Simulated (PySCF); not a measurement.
# Diatomics with 52 electrons

HF in PySCF with def2-SVP on every atom (core potentials on Sb, Te), for the lowest determinant that a PBE0 search found; no spin–orbit coupling. All have 52 electrons, 6 of them in the valence shells, and the same state, a triplet (π ↑↑). For ions De leads to the atom and ion picked by measured ionisation energies and electron affinities.

```
species  difference of nuclear charges  Re (Å)  ωe (cm⁻¹)  k (mdyn/Å)  De (eV)  dissociates to  Mayer bond order
    KAs                             14   3.243        139       0.291     0.16          K + As              0.73
    SbH                             50   1.708       2026        2.42     1.56          Sb + H              0.95
   KSe⁺                             15   3.613       82.4       0.105     0.35         K⁺ + Se              0.18
   TeH⁺                             51   1.656       2248        2.98     1.67         Te⁺ + H              0.96
```

(1) Which member of the whole set has the stiffest bond, and how does it compare with the softest?

These are scalar-relativistic numbers at best; spin–orbit coupling would shift them, the dissociation energy most. For an ion De counts to the pair picked by the measured ionisation energies or electron affinities, which need not be the lowest pair at this level. Hartree–Fock leaves out correlation, which carries a large part of most bond energies and some tenths to 1 eV of ionisation energies. States were picked by a PBE0 search and need not be the measured ground states.

Answers

(1) TeH⁺ with k = 2.98 mdyn/Å, 28 times that of KSe⁺.
